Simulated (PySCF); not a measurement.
C2H7S, SMILES CC[SH2+], charge +1.

Geometry: r2SCAN-D4/def2-SVP. The isomer is the one that the SMILES or the coordinates give; other isomers of the formula were not compared.

Calculation: PBE0/def2-TZVPD in PySCF.

Symmetry labels are those of the subgroup Cs that the program uses (full group Cs).

Computed valence orbital energies around the gap with their symmetry:
| orbital | symmetry | energy (eV) |
|---|---|---|
| HOMO−7 | A' | -23.10 |
| HOMO−6 | A" | -20.08 |
| HOMO−5 | A' | -18.31 |
| HOMO−4 | A" | -17.95 |
| HOMO−3 | A' | -17.84 |
| HOMO−2 | A' | -16.05 |
| HOMO−1 | A" | -15.48 |
| HOMO | A' | -15.25 |
| LUMO | A' | -6.12 |
| LUMO+1 | A" | -5.94 |
| LUMO+2 | A' | -5.04 |
| LUMO+3 | A' | -3.50 |
